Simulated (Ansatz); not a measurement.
A run for Ansatz (a quantum-chemistry and plane-wave program): R-HF/def2-TZVPP on C3H11NSi (SMILES CCN[SiH2]C), atoms moved off the minimum.

Ansatz 0.2 input:
```yaml
crystal:
  periodic: [false, false, false]
  atoms:
    - {symbol: C, position_ang: [-2.78175526, 0.73285468, -0.00925234]}
    - {symbol: C, position_ang: [-1.64968374, -0.29153791, -0.30034120]}
    - {symbol: N, position_ang: [-0.32958463, 0.26635871, -0.29029022]}
    - {symbol: Si, position_ang: [1.07158450, -0.60865323, 0.13680456]}
    - {symbol: C, position_ang: [2.50164105, 0.57199802, 0.35964201]}
    - {symbol: H, position_ang: [-3.67717323, 0.25932404, -0.01862282]}
    - {symbol: H, position_ang: [-2.72732646, 1.58712214, -0.70862539]}
    - {symbol: H, position_ang: [-2.64898998, 1.08369927, 0.99812898]}
    - {symbol: H, position_ang: [-1.90690413, -0.76121429, -1.33994926]}
    - {symbol: H, position_ang: [-1.67076782, -1.14515266, 0.30832177]}
    - {symbol: H, position_ang: [-0.17455015, 1.06596198, -0.81702901]}
    - {symbol: H, position_ang: [1.51251105, -1.65515637, -0.91847842]}
    - {symbol: H, position_ang: [0.79349776, -1.44443237, 1.34884729]}
    - {symbol: H, position_ang: [3.45922957, 0.02330225, 0.64625751]}
    - {symbol: H, position_ang: [2.32554324, 1.26982679, 1.18461979]}
    - {symbol: H, position_ang: [2.66373089, 1.10230815, -0.51424789]}
basis:
  gaussian:
    orbitals: def2-TZVPP
hamiltonian:
  xc: {name: HF}
scf: {lower_state_search: off}
output: {forces: true}
```

It printed:

```
WARN ansatz: RAYON_NUM_THREADS=8 ignored (pool sized by the plan → 8); use --threads N
Functional definition: HF
these checks for a lower state are left out or cut short: stability, starts, cluster_reference, orbital_swaps, neighbouring_geometries, increment
integrals: 0.30 GiB planned
1863 factors; their error is unknown
1.90 GiB of device memory are held for the factors and their scratch space
mean field: 1.54 GiB planned
mean field evaluation 1: about -12607.1204 eV, gradient 4.3e1 eV
mean field evaluation 2: about -12610.9573 eV, gradient 2.0e1 eV
mean field evaluation 4: about -12611.8660 eV, gradient 1.2e0 eV
mean field evaluation 8: about -12612.0256 eV, gradient 5.7e-1 eV
mean field -12612.02597845 eV, -463.4834059699 hartree, gradient 3.0e-6 eV, S^2 0.000000; 0 other end points of the search recorded, 0 dependent functions left out
the calculation of the forces begins
reference -12612.02597845 eV, -463.4834059699 hartree; 25, 25 occupied and 295, 295 virtual orbitals, 1863 factors
Total energy: -12612.02597845 eV, -463.4834059699 hartree
Atom 0 at    -2.781755     0.732855    -0.009252 Å, force     3.656915     0.706674     0.287337 eV/Å
Atom 1 at    -1.649684    -0.291538    -0.300341 Å, force    -1.348204     0.425456    -3.733747 eV/Å
Atom 2 at    -0.329585     0.266359    -0.290290 Å, force     0.381196    -1.063108     1.132172 eV/Å
Atom 3 at     1.071584    -0.608653     0.136805 Å, force     0.475066    -1.268830    -0.365293 eV/Å
Atom 4 at     2.501641     0.571998     0.359642 Å, force     0.991080    -1.470826     2.644276 eV/Å
Atom 5 at    -3.677173     0.259324    -0.018623 Å, force    -2.778771    -1.204894    -0.524601 eV/Å
Atom 6 at    -2.727326     1.587122    -0.708625 Å, force    -0.221398    -0.688825     0.450548 eV/Å
Atom 7 at    -2.648990     1.083699     0.998129 Å, force     0.092034     0.506912     0.264357 eV/Å
Atom 8 at    -1.906904    -0.761214    -1.339949 Å, force     0.555107     0.934018     1.580628 eV/Å
Atom 9 at    -1.670768    -1.145153     0.308322 Å, force    -0.198494    -0.663888     1.322156 eV/Å
Atom 10 at    -0.174550     1.065962    -0.817029 Å, force    -0.241444     1.106598    -0.799386 eV/Å
Atom 11 at     1.512511    -1.655156    -0.918478 Å, force    -0.340974     0.707953     0.571454 eV/Å
Atom 12 at     0.793498    -1.444432     1.348847 Å, force    -0.000610     0.349740    -0.192835 eV/Å
Atom 13 at     3.459230     0.023302     0.646258 Å, force    -1.411288     0.655674    -0.645201 eV/Å
Atom 14 at     2.325543     1.269827     1.184620 Å, force    -0.087810    -0.108164    -0.368516 eV/Å
Atom 15 at     2.663731     1.102308    -0.514248 Å, force     0.477593     1.075512    -1.623350 eV/Å
Dipole moment:    -0.105245     0.231030    -0.052619 e Å
Checks for a lower state left out: stability, starts, cluster_reference, orbital_swaps, neighbouring_geometries, increment
```

Self-consistency was reached.
